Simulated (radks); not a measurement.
Q: Coherent X-ray form factor from a spherical all-electron density. All-electron calculation, non-relativistic Kohn-Sham, PBE, spin-polarised, spherical densities, point nucleus. Program: a radial shooting solver on a logarithmic mesh with Libxc functionals.

sin(theta)/lambda (1/angstrom),f0 (electrons)
0.05,67.332
0.1,65.443
0.15,62.628
0.2,59.261
0.25,55.687
0.3,52.159
0.4,45.742
0.5,40.330
0.6,35.743
0.8,28.361
1,23.001
1.25,18.684
1.5,16.065
2,12.550

The species is in the configuration that NIST lists as its ground one. Which atom or ion scatters so?

A: The ytterbium ion Yb2+, [Xe] 4f14. Extrapolating in s^2 from the first two rows gives f0(0) = 68.0, near the electron count 68; among species with that count, the fall with angle is slower the higher Z, and the table is that of Z = 70; from so few rows the species is fixed only to a neighbour or two.
